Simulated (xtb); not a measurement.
FGa, singlet, geometry from GFN2-xTB (such geometries of metal compounds can be far from the true shape); GFN2-xTB with ALPB(acetone) run with xtb.

xtb was given this input:
```
$ xtb mol.xyz --gfn 2 --alpb acetone --json

# file mol.xyz
2

Ga    -0.00000000    -0.00000000    -0.40479707
F      0.00000000     0.00000000     1.39430103
```

What the program printed (banner, timings and long lists left out):

```
   ID    Z sym.   atoms
    1   31 Ga     1
    2    9 F      2

           -------------------------------------------------
          |                Calculation Setup                |
           -------------------------------------------------

           -------------------------------------------------
          |                 G F N 2 - x T B                 |
           -------------------------------------------------

      * Solvation model:               ALPB
        Solvent                        acetone
        Parameter file                 internal GFN2-xTB/ALPB
        Dielectric constant                2.0700E+01
        Reference state                gsolv [1 M gas/solution]
        Free energy shift                  5.9241E-03 Eh       3.7175E+00 kcal/mol
        Temperature                        2.9815E+02 K
        Density                            7.9000E-01 kg/L
        Solvent mass                       5.8080E+01 g/mol
        Interaction kernel             P16
        Born radius scaling (c1)           1.8274E+00
        Born radii integrator          GBOBC
        Born offset                        0.0000E+00 a0       0.0000E+00 AA
        H-bond correction              true
        Ion screening                  false
        Surface tension                    1.0000E-05 Eh       1.5569E+01 dyn/cm
        Grid points                               230 per atom

          ...................................................
          :                      SETUP                      :
          :.................................................:
          :  # basis functions                  14          :
          :  # atomic orbitals                  13          :
          :  # shells                            5          :
          :  # electrons                        10          :
          :  max. iterations                   250          :
          :  Hamiltonian                  GFN2-xTB          :
          :  restarted?                      false          :
          :  GBSA solvation                   true          :
          :  PC potential                    false          :
          :  electronic temp.          300.0000000     K    :
          :  accuracy                    1.0000000          :
          :  -> integral cutoff          0.2500000E+02      :
          :  -> integral neglect         0.1000000E-07      :
          :  -> SCF convergence          0.1000000E-05 Eh   :
[...]
         :: total energy              -6.046097857825 Eh    ::
[...]
         6                         -0.1774755              -4.8294 (LUMO)
         7                         -0.1774755              -4.8294
         8                         -0.0942240              -2.5640
         9                         -0.0269266              -0.7327
        10                         -0.0269266              -0.7327
        11                          0.0397300               1.0811
        12                          0.0397300               1.0811
        13                          0.6543367              17.8054
      -------------------------------------------------------------
                  HL-Gap            0.2395757 Eh            6.5192 eV
             Fermi-level           -0.2972634 Eh           -8.0889 eV

     #   Z          covCN         q      C6AA      α(0)
     1  31 Ga       0.691     0.396   325.576    46.138
     2   9 F        0.691    -0.396    13.486     4.336

 Mol. C6AA /au·bohr⁶  :        442.868170
 Mol. C8AA /au·bohr⁸  :      41384.233682
 Mol. α(0) /au        :         50.474224

Wiberg/Mayer (AO) data.
largest (>0.10) Wiberg bond orders for each atom

 ---------------------------------------------------------------------------
     #   Z sym  total        # sym  WBO       # sym  WBO       # sym  WBO
 ---------------------------------------------------------------------------
     1  31 Ga   1.087 --     2 F    1.087
     2   9 F    1.087 --     1 Ga   1.087
 ---------------------------------------------------------------------------

Topologies differ in total number of bonds
Writing topology from bond orders to xtbtopo.mol

molecular dipole:
                 x           y           z       tot (Debye)
 q only:        0.000       0.000      -1.346
   full:       -0.000       0.000      -1.459       3.709
molecular quadrupole (traceless):
                xx          xy          yy          xz          yz          zz
 q only:        1.259       0.000       1.259       0.000       0.000      -2.517
  q+dip:        1.301       0.000       1.301      -0.000       0.000      -2.603
   full:        2.519      -0.000       2.519      -0.000       0.000      -5.037

           -------------------------------------------------
          | TOTAL ENERGY               -6.046097857825 Eh   |
          | GRADIENT NORM               0.005163455515 Eh/α |
          | HOMO-LUMO GAP               6.519186208844 eV   |
           -------------------------------------------------

normal termination of xtb
```
